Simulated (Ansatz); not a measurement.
`[NH2][GeH]([F])[SiH3]` + `N=CF` → `F/C=N/[SiH3]` + `[NH2][GeH2][F]`  (cleavage of the Si–Ge bond)

Computed with Ansatz on PBE0-D4/def2-TZVP structures; ΔE is electronic, products minus reactants. CBS: MP2 limit from def2 TZ/QZ plus the TZ coupled-cluster correction, frozen cores. This one scheme is used for every species. DFT in def2-TZVPP. For Ge outer-core shells are correlated without core-valence functions, which leaves a few kJ/mol of doubt a bond. Scalar relativity is left out up to krypton. Each species was taken in one conformer, which may not be the lowest.

Q: Is it downhill or uphill in electronic energy at CCSD(T)/CBS, and by how much? (Estimate.)

A: Computed: Downhill: ΔE = -0.35 eV.

Q: What do these levels give: PBE-D4, r2SCAN-D4, PBE0-D4, B2PLYP, r2SCAN, PBE0, HF/def2-TZVPP, CCSD/def2-TZVPP, MP2/def2-QZVPP, SCS-MP2/def2-QZVPP, HF/CBS(def2), CCSD/CBS(def2)? (Estimate.)

A: Ansatz gave: PBE-D4 -0.21, r2SCAN-D4 -0.33, PBE0-D4 -0.26, B2PLYP -0.41, r2SCAN -0.34, PBE0 -0.27, HF/def2-TZVPP -0.54, CCSD/def2-TZVPP -0.37, MP2/def2-QZVPP -0.45, SCS-MP2/def2-QZVPP -0.47, HF/CBS(def2) -0.56, CCSD/CBS(def2) -0.36 eV.

Largest T1 diagnostic among the species: 0.014.

From PBE to PBE0 (25 % exact exchange), in def2-TZVPP and without D4, ΔE moves by −0.05 eV. In def2-TZVPP, CCSD(T) changes the Hartree–Fock value by +0.18 eV (the triples alone add +0.01 eV) and MP2 by +0.09 eV.
